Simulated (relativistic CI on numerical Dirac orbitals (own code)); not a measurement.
# Line list: Forbidden lines, Ce XI

Method of calculation: Dirac-Coulomb-Breit CI, orbitals from a KLI potential per configuration, QED by a radiative potential, unscaled Slater integrals (own radial code, finite nucleus).

CI space (outside the closed core [Kr]): 4d10 5s2, 4d10 5s 5p, 4d10 5s 4f, 4d10 5s 5d, 4d10 5s 5f, 4d10 4f 5d, 4d10 5p 5d, 4d10 5s 5g, 4d9 5s2 4f, 4d10 5s 6s, 4d10 5s 6p, 4d10 4f 5g, 4d10 5p 5g, 4d10 5s 6d, 4d10 5d 5f, 4d10 5s 7s, 4d9 5s2 5p, 4d10 5s 7p, 4d10 5s 6f, 4d10 5s 7d, 4d10 4f2, 4d9 4f3, 4d10 5p2, 4d9 4f 5p2, 4d10 4f 5p, 4d9 4f2 5p, 4d10 5d2, 4d9 4f 5d2, 4d10 5f2, 4d9 4f 5f2, 4d10 4f 5f, 4d9 4f2 5f, 4d10 5p 5f, 4d9 4f 5p 5f. Double excitations out of closed p, d and f shells are left out; levels of such configurations are missing from the list, as are those of other unlisted configurations, and high levels can miss mixing partners. Some configurations lack a partner that the ground configuration has and come out too high, among them 4d9 5s2 5p.

```tsv
λ vac (nm)	Lower	Upper	Type	A (s⁻¹)	E lower (eV)	E upper (eV)
11.863	4d10 4f2 3H_6 [21]	4d9 4f3 5L°_9 [353]	E3	3.73e-01	44.578	149.094
12.137	4d10 4f2 3H_6 [21]	4d9 4f2 5p 5K°_9 [275]	E3	4.80e+01	44.578	146.734
12.222	4d10 4f2 1I_6 [34]	4d9 4f2 5p 3L°_9 [368]	E3	3.88e+01	47.911	149.359
12.625	4d10 5s 5p 3P°_2 [4]	4d9 5s2 5p 3P°_0 [177]	E2	2.31e+06	19.871	118.076
12.968	4d10 5s 5p 3P°_0 [2]	4d9 5s2 5p 3P°_2 [137]	E2	1.16e+06	15.502	111.107
13.018	4d10 5s 5p 3P°_1 [3]	4d9 5s2 5p 3F°_3 [141]	E2	1.80e+06	16.396	111.633
13.091	4d10 5s 5p 3P°_1 [3]	4d9 5s2 5p 3P°_2 [137]	E2	8.96e+05	16.396	111.107
13.193	4d10 5s 4f 3F°_4 [7]	4d9 5s2 4f 3G°_5 [157]	E2	1.30e+06	20.192	114.167
13.267	4d10 5s 4f 3F°_3 [6]	4d9 5s2 4f 1G°_4 [155]	E2	9.94e+05	19.994	113.449
13.409	4d10 5s 4f 3F°_4 [7]	4d9 5s2 4f 3D°_3 [149]	E2	1.11e+06	20.192	112.658
13.479	4d10 5s 4f 3F°_4 [7]	4d9 5s2 4f 1H°_5 [144]	E2	6.12e+05	20.192	112.172
13.611	4d10 5s 4f 1F°_3 [8]	4d9 5s2 4f 1H°_5 [144]	E2	9.64e+05	21.083	112.172
13.620	4d10 5s 4f 3F°_4 [7]	4d9 5s2 4f 3F°_4 [139]	E2	9.41e+05	20.192	111.222
13.638	4d10 5s 4f 3F°_2 [5]	4d9 5s2 4f 3H°_4 [134]	E2	1.51e+06	19.884	110.793
13.668	4d10 5s 4f 3F°_2 [5]	4d9 5s2 4f 3F°_2 [132]	E2	1.02e+06	19.884	110.592
13.669	4d10 5s 4f 3F°_3 [6]	4d9 5s2 4f 3F°_3 [133]	E2	9.71e+05	19.994	110.700
13.852	4d10 5s 4f 1F°_3 [8]	4d9 5s2 4f 3F°_2 [132]	E2	5.36e+05	21.083	110.592
13.895	4d10 5s 4f 3F°_3 [6]	4d9 5s2 4f 3H°_5 [126]	E2	1.35e+06	19.994	109.226
14.000	4d10 5s 4f 3F°_4 [7]	4d9 5s2 4f 3H°_6 [120]	E2	1.52e+06	20.192	108.752
14.485	4d10 5s 4f 3F°_2 [5]	4d9 5s2 4f 3P°_0 [92]	E2	1.40e+06	19.884	105.476
50.630	4d10 4f 5g 3K°_7 [196]	4d9 4f2 5p 3L°_9 [368]	E2	1.23e+00	124.870	149.359
50.842	4d10 5s 4f 3F°_4 [7]	4d10 4f2 3H_6 [21]	E3	2.71e-02	20.192	44.578
53.455	4d10 4f 5g 1K°_7 [216]	4d9 4f2 5p 3L°_9 [368]	E2	4.48e+00	126.164	149.359
57.525	4d10 4f 5g 3I°_7 [203]	4d9 4f2 5p 5K°_9 [275]	E2	4.00e+00	125.181	146.734
173.55	4d10 4f 5p 3G_4 [14]	4d10 4f2 1I_6 [34]	E2	6.76e+00	40.767	47.911
347.32	4d10 4f2 3H_5 [20]	4d10 4f2 1I_6 [34]	M1	4.81e-01	44.341	47.911
356.74	4d10 5s 5p 3P°_1 [3]	4d10 5s 5p 3P°_2 [4]	M1	2.74e+02	16.396	19.871
371.93	4d10 4f2 3H_6 [21]	4d10 4f2 1I_6 [34]	M1	5.59e-01	44.578	47.911
392.40	4d9 4f2 5p 5I°_8 [263]	4d9 4f2 5p 3L°_9 [368]	M1	2.24e+00	146.199	149.359
395.47	4d9 4f2 5p 5K°_9 [275]	4d9 4f2 5p 5L°_10 [394]	M1	2.21e+02	146.734	149.870
462.24	4d9 4f2 5p 5L°_8 [273]	4d9 4f2 5p 3L°_9 [368]	M1	5.74e+00	146.676	149.359
472.48	4d9 4f2 5p 5K°_9 [275]	4d9 4f2 5p 3L°_9 [368]	M1	3.45e+00	146.734	149.359
1033.6	4d10 5s 4f 3F°_2 [5]	4d10 5s 4f 1F°_3 [8]	M1	4.60e-01	19.884	21.083
1137.9	4d10 5s 4f 3F°_3 [6]	4d10 5s 4f 1F°_3 [8]	M1	2.96e-02	19.994	21.083
1390.8	4d10 5s 4f 3F°_4 [7]	4d10 5s 4f 1F°_3 [8]	M1	1.93e-01	20.192	21.083
5248.2	4d10 4f2 3H_5 [20]	4d10 4f2 3H_6 [21]	M1	1.55e-01	44.341	44.578
6258.1	4d10 5s 4f 3F°_3 [6]	4d10 5s 4f 3F°_4 [7]	M1	8.09e-02	19.994	20.192
8916.9	4d9 4f3 5L°_10 [347]	4d9 4f3 5L°_9 [353]	M1	5.56e-02	148.955	149.094
11275.3	4d10 5s 4f 3F°_2 [5]	4d10 5s 4f 3F°_3 [6]	M1	1.76e-02	19.884	19.994
```

Terms are leading LS components. Brackets give the number of a level in order of energy, since labels repeat. The list gives strong lines, with weight on those to low levels, among the lowest 400 of 6183 levels, so that lines to higher ones, which can be the strongest, are missing. Levels whose partners in the same complex of configurations lie outside the list can be far off, and so can their lines. Rates are taken at the computed energies, electric ones in the length gauge.

At this charge transitions that keep the count of f electrons are usually good to a few per cent. Levels and lines within the n = 5 or 6 shells can be off by up to 10 % or somewhat more, and those that change n by about 2 %, since core polarisation is missing. Levels that differ in their count of f electrons can be misplaced by several ten thousand cm⁻¹, since the correlation energy of f electrons is missing or only estimated; rates across such gaps can be off by orders of magnitude.

LS names give the leading component of a level, which can be under half, so a name can repeat, a term be missing and a line seem to break the LS rules.
